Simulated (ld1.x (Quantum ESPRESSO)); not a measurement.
calcium (Ca): variants of one TM potential

Base potential:

```
Element                 : calcium (Ca)
Generator               : ld1.x (Quantum ESPRESSO) 7.5
Type                    : norm-conserving Troullier–Martins (Kleinman–Bylander form)
Functional              : PBE
Relativity              : fully relativistic
Frozen core             : [Ar]
Valence charge          : 2
Reference configuration : 3d0 4s1.5 4p0 (charge +0.5)
Partial waves           : 4p (bound, empty): rc 3.10 bohr; 3d (bound, empty): rc 2.45 bohr; 4s (bound): rc 3.25 bohr
Local potential         : the s channel
Core correction         : Bessel-smoothed model core, default radius (core density twice the valence density)
```

Open shells are filled in proportion to 2j + 1 (rel_dist='average').

All-electron outer shells of the reference configuration (PBE, scalar-relativistic, ld1.x):

```csv
shell,level (eV),outermost node (bohr),outermost maximum (bohr)
3p,-31.26,0.42,1.04
4s,-6.28,1.42,3.29
3d,-4.97,–,1.26
4p,-3.58,1.61,4.07
```

Cutoffs, loose and tight: the cutoffs (Ry, on a coarse ladder) from which the occupation-weighted sum of valence levels, in a spherical-Bessel basis at the reference potential, stays within 10 and 1 mRy of its value at 400 Ry. They do not see the model core or the augmentation charge, which bear on the density cutoff. Test errors are all-electron minus pseudo excitation energies from the reference, over the configurations 3d0 4s2 4p0; 3d0 4s1 4p0; 3d0 4s1 4p1; 3d0.5 4s1.5 4p0; 3d1 4s0 4p0; 3d0 4s0 4p2; 3d0 4s0 4p1. A dash means not determined; rows that change the core or the reference have their own tests. The largest error is taken over the tests solved by every variant that gives reliable tests at all: 3d0 4s0 4p1; 3d0 4s0 4p2; 3d0 4s1 4p0; 3d0 4s1 4p1; 3d0 4s2 4p0; 3d0.5 4s1.5 4p0.

For the base: The cutoffs count occupied waves only; the empty 3d level needs 30 Ry at the loose tolerance.

A true bound ghost makes a file unfit for plane-wave use even where its test errors are small: the radial tests pick states by their node count and pass the ghost by.

| change | outcome | cutoff, loose | cutoff, tight | bound ghosts | largest test error (meV) |
| --- | --- | --- | --- | --- | --- |
| base | generated | 6 Ry | 8 Ry | none | -35 |
| wave 4s (bound): rc 3.25 bohr becomes 4s (bound): rc 2.68 bohr | generated | 6 Ry | 10 Ry | none | -33 |
| wave 4s (bound): rc 3.25 bohr becomes 4s (bound): rc 3.16 bohr | generated | 6 Ry | 10 Ry | none | -36 |
| wave 4s (bound): rc 3.25 bohr becomes 4s (bound): rc 3.38 bohr | generated | 6 Ry | 8 Ry | none | -34 |
| wave 4s (bound): rc 3.25 bohr becomes 4s (bound): rc 3.96 bohr | generated | 6 Ry | 8 Ry | none | -27 |
| wave 4s (bound): rc 3.25 bohr becomes 4s (bound): rc 4.42 bohr | generated | 6 Ry | 6 Ry | none | -50 |

Q: What comes out with this change to the base: wave 4s (bound): rc 3.25 bohr becomes 4s (bound): rc 2.22 bohr?

A: outcome: generated; cutoff, loose: 12 Ry; cutoff, tight: 25 Ry; bound ghosts: p3/2, p1/2; largest test error (meV): -22.

Q: What comes out with this change to the base: wave 4s (bound): rc 3.25 bohr becomes 4s (bound): rc 4.92 bohr?

A: outcome: generated; cutoff, loose: 6 Ry; cutoff, tight: 6 Ry; bound ghosts: none; largest test error (meV): -95.

Reading the sweep of the s radius (base included, trends over the rows without a ghost): The loose cutoff stays near 6 Ry. The median size of the test errors (rows with all tests solved) is not monotonic: lowest 8.6 meV at 3.16 bohr, highest 25.6 meV at 3.96 bohr. Bound ghosts are found at 2.22 bohr.
